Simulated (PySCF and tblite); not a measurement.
Values are calculated unless marked as measured or tabulated.
C₅H₉FO, numbered as in [F:1][C@H:2]1[CH2:3][CH2:4][CH2:5][CH2:6][O:7]1.

The ensemble was built from 90 distance-geometry starts (ETKDG and KDG, MMFF94s, GFN2-xTB) and rests on PBE0-D3(BJ)/def2-SVP geometries. Energies: PBE0-D3(BJ)/def2-TZVP, with GFN2-xTB thermal terms (modes under about 100 cm⁻¹ blended into free rotors). Symmetry numbers and mirror images are counted. Conformers within 4 kcal/mol (GFN2-xTB free energy) were kept, 5 at most. GIAO shieldings: PBE0/pcSseg-1. Shifts are against TMS (¹H), TMS (¹³C), CFCl3 (¹⁹F) at the same level; of two unlike H on one atom, a is the less shielded. Programs: PySCF with density fitting and tblite.

Task: List the conformer-averaged shifts at 298.15 K.

Result: ¹H: 5.42 (H2, 1H), 3.98 (H6a, 1H), 3.56 (H6b, 1H), 1.83 (H4a, 1H), 1.58 (H3a, 1H), 1.58 (H5a, 1H), 1.42 (H4b, 1H), 1.39 (H3b, 1H), 1.23 (H5b, 1H) ppm. ¹³C: 107.2 (C2), 61.6 (C6), 31.9 (C3), 27.0 (C5), 19.4 (C4) ppm. ¹⁹F: -159.7 (F1) ppm.

Task: How do the conformers differ?

Result: The 6-ring runs over atoms 2–3–4–5–6–7.
```tsv
conformer	shape	weight %
1	6-ring chair (F1 axial)	97.0
2	6-ring chair (all substituents equatorial)	2.7
3	6-ring twist-boat (ring torsions -61, 29, 31, -69, 36, 28°)	0.2
4	6-ring twist-boat (ring torsions 26, 29, -60, 29, 31, -61°)	0.1
5	6-ring twist-boat (ring torsions -30, 62, -35, -26, 61, -29°)	0.1
```

```csv
signal,1,2,3,4,5,average
H2,5.43,4.91,5.49,5.48,5.51,5.42
H3a,1.59,1.35,1.43,1.74,1.69,1.58
H3b,1.38,1.58,1.75,1.40,1.77,1.39
H4a,1.84,1.69,1.43,1.75,1.57,1.83
H4b,1.42,1.27,1.24,1.44,1.34,1.42
H5a,1.59,1.05,1.77,1.24,1.25,1.58
H5b,1.22,1.41,1.25,2.14,1.93,1.23
H6a,3.98,4.01,3.68,3.83,4.04,3.98
H6b,3.57,3.33,3.64,3.55,3.77,3.56
C2,107.1,111.1,108.8,107.7,107.5,107.2
C3,31.9,33.4,29.0,26.7,32.4,31.9
C4,19.2,23.8,16.4,16.1,18.1,19.4
C5,27.0,26.7,23.5,23.1,22.4,27.0
C6,61.5,67.2,57.4,63.1,63.6,61.6
F1,-160.1,-146.3,-142.1,-125.0,-124.0,-159.7
```

Task: Which signal moves most, for its nucleus, between 180 and 400 K through the change of populations alone?

Result: H5a: 1.59 ppm at 180 K, 1.59 ppm at 230 K, 1.58 ppm at 298.15 K, 1.57 ppm at 330 K, 1.56 ppm at 400 K.

Unscaled ¹⁹F shifts at such levels can be off by tens of ppm; differences between conformers or isomers are more reliable. Shifts are unscaled: against experiment ¹³C can be off by 15 ppm or more and ¹H by 0.8 ppm.
